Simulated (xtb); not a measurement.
copper atom (Cu), doublet (GFN-xTB shapes and energies of metal compounds can be far from the true ones); xtb with GFN2-xTB.

xtb was given this input:
```
$ xtb mol.xyz --gfn 2 --uhf 1 --hess --json

# file mol.xyz
1

Cu     0.00000000     0.00000000     0.00000000
```

Output, abridged:

```
   ID    Z sym.   atoms
    1   29 Cu     1

           -------------------------------------------------
          |                Calculation Setup                |
           -------------------------------------------------

           -------------------------------------------------
          |                 G F N 2 - x T B                 |
           -------------------------------------------------

          ...................................................
          :                      SETUP                      :
          :.................................................:
          :  # basis functions                  10          :
          :  # atomic orbitals                   9          :
          :  # shells                            3          :
          :  # electrons                        11          :
          :  max. iterations                   250          :
          :  Hamiltonian                  GFN2-xTB          :
          :  restarted?                      false          :
          :  GBSA solvation                  false          :
          :  PC potential                    false          :
          :  electronic temp.          300.0000000     K    :
          :  accuracy                    1.0000000          :
          :  -> integral cutoff          0.2500000E+02      :
          :  -> integral neglect         0.1000000E-07      :
          :  -> SCF convergence          0.1000000E-05 Eh   :
          :  -> wf. convergence          0.1000000E-03 e    :
          :  Broyden damping             0.4000000          :
          :  net charge                          0          :
          :  unpaired electrons                  1          :
          ...................................................

 iter      E             dE          RMSdq      gap      omega  full diag
   1     -3.7480061 -0.374801E+01  0.000E+00    4.66       4.7  T
   2     -3.7480061  0.000000E+00  0.000E+00    4.66       4.7  T
   3     -3.7480061  0.000000E+00  0.000E+00    4.66       4.7  T

   *** convergence criteria satisfied after 3 iterations ***

         :::::::::::::::::::::::::::::::::::::::::::::::::::::
         ::                     SUMMARY                     ::
         :::::::::::::::::::::::::::::::::::::::::::::::::::::
         :: total energy              -3.748006130985 Eh    ::
         :: gradient norm              0.000000000000 Eh/a0 ::
         :: HOMO-LUMO gap              4.655235000000 eV    ::
[...]
          :  symmetry                               Kh      :
          :  rotational number                       1      :
          :  scaling factor                  1.0000000      :
          :  rotor cutoff                   50.0000000 cm⁻¹ :
          :  imag. cutoff                  -20.0000000 cm⁻¹ :
          :.................................................:

    mode    ω/cm⁻¹     T·S(HO)/kcal·mol⁻¹    T·S(FR)/kcal·mol⁻¹   T·S(vib)
   ------------------------------------------------------------------------
   ------------------------------------------------------------------------

   temp. (K)  partition function   enthalpy   heat capacity  entropy
                                   cal/mol     cal/K/mol   cal/K/mol   J/K/mol
 298.15  VIB   1.00                    0.000      0.000      0.000
         ROT   1.00                    0.000      0.000      0.000
         INT   1.00                    0.000      0.000      0.000
         TR   0.490E+27             1481.254      4.968     38.349
         TOT                        1481.2539     4.9681    38.3491   160.4526

       T/K    H(0)-H(T)+PV         H(T)/Eh          T*S/Eh         G(T)/Eh
   ------------------------------------------------------------------------
    298.15    0.236053E-02    0.236053E-02    0.182209E-01   -0.158604E-01
   ------------------------------------------------------------------------

         :::::::::::::::::::::::::::::::::::::::::::::::::::::
         ::                  THERMODYNAMIC                  ::
         :::::::::::::::::::::::::::::::::::::::::::::::::::::
         :: total free energy          -3.763866495556 Eh   ::
         ::.................................................::
         :: total energy               -3.748006130985 Eh   ::
         :: zero point energy           0.000000000000 Eh   ::
         :: G(RRHO) w/o ZPVE           -0.015860364571 Eh   ::
         :: G(RRHO) contrib.           -0.015860364571 Eh   ::
         :::::::::::::::::::::::::::::::::::::::::::::::::::::

           -------------------------------------------------
          | TOTAL ENERGY               -3.748006130985 Eh   |
          | TOTAL ENTHALPY             -3.745645602606 Eh   |
          | TOTAL FREE ENERGY          -3.763866495556 Eh   |
          | GRADIENT NORM               0.000000000000 Eh/α |
          | HOMO-LUMO GAP               4.655235000000 eV   |
           -------------------------------------------------

normal termination of xtb
```
